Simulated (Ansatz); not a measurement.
Geometry optimisation, RKS r2SCAN-D4/6-31G in Ansatz.

input.yaml

```yaml
crystal:
  periodic: [false, false, false]
  atoms:
    - { symbol: B, position_ang: [-1.7154, 0.5912, -1.0129] }
    - { symbol: "N", position_ang: [-0.296, 1.0246, -1.0391] }
    - { symbol: Si, position_ang: [0.4675, 0.3151, 0.3906] }
    - { symbol: C, position_ang: [0.6091, -1.5396, 0.2558] }
    - { symbol: O, position_ang: [2.1127, 0.8913, 0.4894] }
    - { symbol: F, position_ang: [-0.339, 0.7702, 1.7998] }
    - { symbol: H, position_ang: [-2.1926, 0.0383, -1.9302] }
    - { symbol: H, position_ang: [-2.4296, 0.9898, -0.1429] }
    - { symbol: H, position_ang: [-0.2477, 2.0827, -0.889] }
    - { symbol: H, position_ang: [1.0618, -1.9776, 1.1614] }
    - { symbol: H, position_ang: [1.0612, -1.8379, -0.6469] }
    - { symbol: H, position_ang: [-0.4832, -1.9331, 0.2403] }
    - { symbol: H, position_ang: [2.4116, 0.5503, 1.3386] }
basis:
  gaussian: { orbitals: "6-31G" }
hamiltonian:
  xc: r2scan
  dispersion: d4
relax:
  f_tol: 0.015
  max_steps: 40
output:
  orbitals: {}
```

Launched with:

```bash
$ ansatz run input.yaml --threads 1 --pin off --max-ram 2048MiB --backend cpu --events-out ev --progress --plain --runs-dir out
```

Q: Where does it end, and by what steps?

A: The run converged. Limits of this set-up: no polarisation functions. After 20 steps the energy has fallen by 2.168 eV; H8 moved furthest, 1.70 Å.

| step | energy less start (eV) | largest force component (eV/Å) | accepted |
| --- | --- | --- | --- |
| 0 | 0.0000 | 3.283 | yes |
| 1 | -0.4006 | 1.798 | yes |
| 2 | -0.7004 | 0.807 | yes |
| 3 | -0.9312 | 0.990 | yes |
| 4 | -1.1945 | 0.984 | yes |
| 5 | -1.4788 | 0.814 | yes |
| 6 | -1.7152 | 0.628 | yes |
| 7 | -1.8949 | 0.464 | yes |
| 8 | -2.0242 | 0.292 | yes |
| 9 | -2.1098 | 0.250 | yes |
| 10 | -2.1209 | 0.670 | yes |
| 11 | -2.1503 | 0.433 | yes |
| 12 | -2.1483 | 0.580 | no |
| 13 | -2.1615 | 0.071 | yes |
| 14 | -2.1635 | 0.132 | yes |
| 15 | -2.1658 | 0.073 | yes |
| 16 | -2.1666 | 0.025 | yes |
| 17 | -2.1671 | 0.087 | yes |
| 18 | -2.1675 | 0.025 | yes |
| 19 | -2.1674 | 0.051 | no |
| 20 | -2.1676 | 0.009 | yes |

```xyz
13
Properties=species:S:1:pos:R:3
B -1.738 0.705 -1.097
N -0.580 1.170 -0.438
Si 0.477 0.209 0.606
C 0.475 -1.615 0.190
O 1.964 1.025 0.451
F 0.023 0.348 2.240
H -2.063 -0.442 -0.967
H -2.377 1.455 -1.776
H -0.303 2.142 -0.551
H 1.151 -2.166 0.852
H 0.795 -1.769 -0.846
H -0.530 -2.033 0.306
H 2.725 0.937 1.043
```

Whether the end is a true minimum wasn't checked by a vibrational analysis.

Time of the run: 2.4 min on 1 thread of Arm Neoverse V2 (shared host), peak memory 0.26 GiB.
